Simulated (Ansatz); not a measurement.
System: sum formula H8Si3O4 (charge 0, singlet). SMILES: O[Si](O)(O[SiH3])O[SiH3]
Coordinates optimised at B3LYP-D3(BJ)/def2-TZVP (Ansatz, a program for electronic structure):
```
Si
O 1 1.6193
O 1 1.6193 2 112.13
O 1 1.6346 2 109.99 3 -117.18
H 4 0.9600 1 118.21 2 -49.77
O 1 1.6346 2 105.60 4 -123.03
H 6 0.9600 1 118.21 2 -170.95
Si 3 1.6434 1 142.59 2 -81.52
Si 2 1.6434 1 142.59 3 -81.52
H 9 1.4785 2 107.75 1 158.15
H 8 1.4785 3 107.75 1 158.15
H 9 1.4795 10 109.51 2 -119.63
H 8 1.4795 11 109.51 3 -119.63
H 9 1.4804 10 109.63 12 -120.16
H 8 1.4804 11 109.63 13 -120.16
```

Computed values are from Ansatz. Correlated levels leave the core frozen unless marked. UHF or UKS for open shells. Spin-orbit coupling is left out. Non-relativistic. CBS(X,Y): correlation extrapolated as X^-3; Hartree-Fock from the larger set.

**Question.** What is the atomisation energy De at CCSD(T)/CBS(cc-pV(T+d)Z,cc-pV(Q+d)Z)?

**Answer.** 1378.0 kcal/mol.

**Question.** What is the total energy at CCSD(T)/CBS(cc-pV(T+d)Z,cc-pV(Q+d)Z)?

**Answer.** -1173.0295 Eh.

**Question.** What is the dipole moment at CCSD(T)/aug-cc-pV(D+d)Z?

**Answer.** 0.89 D.

**Question.** What is the T1 diagnostic at CCSD/cc-pV(Q+d)Z?

**Answer.** 0.011.
